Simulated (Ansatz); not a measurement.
A nudged elastic band was laid between two geometries of CH6BNOSi (11 atoms, charge 0, multiplicity 1).

The calculation used Ansatz, RKS PBE-D4/def2-mTZVP.

- movable images: 7
- climbing image: yes
- spring: 5.0 eV/Å²
- optimiser: quadratic models (default)
- start path: IDPP
- force threshold: 0.03 eV/Å
- iteration limit: 60
- end points: relaxed

Initial state:

```xyz
11
Properties=species:S:1:pos:R:3
O -2.126 0.618 0.021
Si -0.497 0.570 0.384
C 0.713 0.314 -1.028
B 1.070 -1.025 -0.210
N 0.119 -1.021 0.845
H -2.665 1.227 0.553
H -0.224 1.630 1.414
H 0.235 0.130 -2.002
H 1.524 1.039 -1.181
H 1.931 -1.850 -0.376
H -0.014 -1.688 1.602
```

Final state:

```xyz
11
Properties=species:S:1:pos:R:3
O -2.067 0.962 0.403
Si -0.424 0.694 0.518
C 0.656 0.365 -0.990
B 0.972 -1.008 -0.214
N 0.100 -0.953 0.906
H -2.549 0.394 -0.224
H 0.003 1.718 1.518
H 0.113 0.234 -1.939
H 1.507 1.033 -1.186
H 1.762 -1.886 -0.446
H -0.008 -1.610 1.676
```

(1) What changes between the two ends?

(2) Give the energies along the band, and the barrier.

(3) What is the geometry of the highest image?

(4) What are the harmonic wavenumbers there?

The band took 14 iterations and about 8 core-minutes.

## Answers

(1) No bond is made or broken. The dihedral H6–O1–Si2–N5 goes from 122 to -55°.

(2) The forces met the threshold. The highest image is number 4 of 0 to 8, 1.5 kcal/mol above the first end and 2.4 kcal/mol above the last; the last end lies 0.9 kcal/mol below the first. A vibrational analysis at the climbing image gives one clearly imaginary mode, 282i cm⁻¹: a first-order saddle point.

```
image  path coordinate (Å)  energy (kcal/mol)  dihedral H6–O1–Si2–N5 (°)
    0                 0.00                0.0                        122
    1                 0.27                0.1                        100
    2                 0.55                0.5                         79
    3                 0.82                1.1                         56
    4                 1.10                1.5                         29
    5                 1.34                1.1                          3
    6                 1.58                0.0                        -22
    7                 1.82               -0.7                        -42
    8                 2.07               -0.9                        -55
```

(3) 
```xyz
11
Properties=species:S:1:pos:R:3
O -1.996 1.032 0.092
Si -0.388 0.728 0.420
C 0.724 0.339 -1.038
B 0.921 -1.051 -0.249
N 0.025 -0.939 0.849
H -2.663 0.485 0.540
H 0.084 1.722 1.439
H 0.201 0.247 -2.001
H 1.629 0.942 -1.197
H 1.659 -1.979 -0.456
H -0.131 -1.585 1.620
```

(4) 282i, 136, 241, 311, 485, 558, 666, 700, 763, 771, 784, 800, 841, 854, 900, 960, 983, 1005, 1172, 1275, 1384, 2138, 2549, 3006, 3051, 3524, 3760 cm⁻¹.

The run took 3.9 min on 2 threads of Arm Neoverse V1, on a shared host, peak memory 0.17 GiB.
